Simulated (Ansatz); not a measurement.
Calculated with Ansatz (gas phase, PBE0-D4/def2-TZVP geometries, no zero-point term in ΔE). CBS: MP2 limit from def2 TZ/QZ plus the TZ coupled-cluster correction, frozen cores. Elements past krypton have def2 core potentials. For Sn outer-core shells are correlated without core-valence functions, which leaves a few kJ/mol of doubt a bond. One conformer a species, not always the lowest.

`[CH3][SnH2][CH3]` + `C[SiH](O)O` → `CO[SiH](C)O` + `[CH3][SnH3]`  (substitution at a C–Sn bond)

```json
{"species": "`[CH3][SnH2][CH3]`", "HF/CBS(def2) energy (Eh)": "-293.76306"}
{"species": "`C[SiH](O)O`", "HF/CBS(def2) energy (Eh)": "-480.26125"}
{"species": "`CO[SiH](C)O`", "HF/CBS(def2) energy (Eh)": "-519.29439"}
{"species": "`[CH3][SnH3]`", "HF/CBS(def2) energy (Eh)": "-254.70502"}
```

Task: Work out ΔE.

Result: ΔE = (-519.29439) + (-254.70502) − (-293.76306) − (-480.26125) = 0.02490 Eh = +0.68 eV. CCSD(T)/CBS gives +0.92 eV.

Largest T1 diagnostic among the species: 0.012.

In def2-TZVPP, CCSD(T) changes the Hartree–Fock value by +0.18 eV (the triples alone add +0.02 eV) and MP2 by +0.28 eV.
